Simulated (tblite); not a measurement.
Compound: C6H10FO (doublet state).
Geometry (GFN2-xTB, Å), atoms numbered from 1 in this order:
```xyz
18
C6H10FO angstrom
C     -1.9354    1.4914   -0.0161
C     -1.1224    0.3436   -0.4516
C     -1.6173   -0.9704    0.1512
F     -1.4740   -0.9627    1.5206
C      0.3731    0.5491   -0.1072
C      1.2708   -0.4067   -0.8636
C      2.6667   -0.5123   -0.3061
O      0.9009   -1.0290   -1.8264
H     -2.6824    1.3823    0.7439
H     -1.7108    2.4739   -0.3824
H     -1.1674    0.2275   -1.5463
H     -2.6809   -1.1231   -0.0536
H     -1.0375   -1.8195   -0.2213
H      0.5251    0.4353    0.9671
H      0.6713    1.5648   -0.3786
H      2.6275   -1.0727    0.6267
H      3.3118   -1.0382   -1.0051
H      3.0721    0.4730   -0.0910
```

Method: GFN2-xTB as coded in tblite; computed harmonic values from a numerical Hessian at the method's own geometry, unscaled. Against measured fundamentals such values can be off by several per cent, at times by over 20. One conformer, not necessarily the lowest. Open shells enter through the occupations alone, without spin polarisation, and single modes of such species can be off by tens of per cent.

Harmonic wavenumbers (cm⁻¹): 35.3, 55.9, 84.4, 104.3, 121.9, 167.1, 231.3, 310.4, 346.0, 412.4, 469.9, 480.4, 590.7, 596.5, 816.0, 867.7, 884.0, 928.0, 958.0, 982.8, 994.1, 1040.9, 1111.4, 1133.0, 1143.2, 1160.4, 1212.0, 1233.5, 1294.3, 1301.9, 1322.0, 1367.7, 1396.4, 1425.7, 1448.7, 1451.1, 1458.2, 1773.0, 2843.9, 2959.7, 2965.5, 2967.7, 2995.2, 3020.8, 3041.1, 3056.6, 3140.5, 3187.2.

A = 3105, B = 1246, C = 1148 MHz; mass 117.072 u (most abundant isotopes); point group C1, symmetry number 1; spin multiplicity 2.

Zero-point energy?

Half the sum of the wavenumbers: 31444 cm⁻¹ = 89.90 kcal/mol.

What is S at 298.15 K and 1 bar for an ideal gas of classical rigid rotors and harmonic oscillators?

Translation 40.21, rotation 28.67, vibration 31.99, spin (R ln 2) 1.38: S = 102.2 cal/(mol K).

And Cp and H(298.15 K) − H(0)?

Cp = 36.93 cal/(mol K), of which vibrations give 28.98 (their classical limit is 48 R = 95.4); H(298.15 K) − H(0) = 7.06 kcal/mol without the zero-point energy, 4.69 from vibrations.

How do the functions run with temperature in this model?

```json
{"T (K)": "150", "S (cal/(mol K))": "81.8", "Cp (cal/(mol K))": "24.3", "H − H(0) (kcal/mol)": "2.54", "G − H(0) (kcal/mol)": "-9.73", "ln q(vib)": "4.02"}
{"T (K)": "250", "S (cal/(mol K))": "96.1", "Cp (cal/(mol K))": "32.6", "H − H(0) (kcal/mol)": "5.38", "G − H(0) (kcal/mol)": "-18.65", "ln q(vib)": "6.89"}
{"T (K)": "400", "S (cal/(mol K))": "114.4", "Cp (cal/(mol K))": "46.0", "H − H(0) (kcal/mol)": "11.29", "G − H(0) (kcal/mol)": "-34.47", "ln q(vib)": "10.83"}
{"T (K)": "600", "S (cal/(mol K))": "135.9", "Cp (cal/(mol K))": "60.3", "H − H(0) (kcal/mol)": "22.01", "G − H(0) (kcal/mol)": "-59.55", "ln q(vib)": "15.79"}
{"T (K)": "900", "S (cal/(mol K))": "163.2", "Cp (cal/(mol K))": "74.2", "H − H(0) (kcal/mol)": "42.37", "G − H(0) (kcal/mol)": "-104.56", "ln q(vib)": "22.68"}
```

q(vib) and H(0) count from the zero-point level.

Blend soft modes into free rotors: weight 1/[1 + (100 cm⁻¹/ν̃)⁴] for the oscillator and the rest for a rotor with moment μB/(μ + B), μ = h/(8π²ν), B = 10⁻⁴⁴ kg m². What vibrational entropy results?

28.44 cal/(mol K) in place of 31.99, which changes −T·S at 298.15 K by +1.06 kcal/mol.

Hindered rotation and anharmonicity are outside this model. Other conformers, if any are populated, would add a mixing term that is left out. The structure is chiral; the term R ln 2 for an equal mix with its mirror image is left out.

Time: 0.72 s. Hardware: an AMD EPYC 7R43 with one thread (shared host). The figure is for the frequency step alone.
